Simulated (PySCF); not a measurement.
Computed with B3LYP in PySCF with B def2-SVP, I def2-SVP with ECP28; scalar-relativistic core potentials, no spin–orbit coupling; density-fitted integrals. Open shells, if any, are unrestricted.

Question: What shape and geometry does isolated singlet BI₃ take (every ligand bound to B)?

Answer: Counting electrons, boron keeps none of its valence electrons outside its bonds, so the VSEPR class is AX3 and the expected shape is trigonal planar (D3h), as computed. The lowest minimum found is a singlet of D3h symmetry with B–I 2.138 Å (×3); I–B–I 120.0° (×3). Its harmonic wavenumbers are 103 (e'), 191 (a1'), 317 (a2''), 696 (e') cm⁻¹ and its dipole moment is 0.00 D.
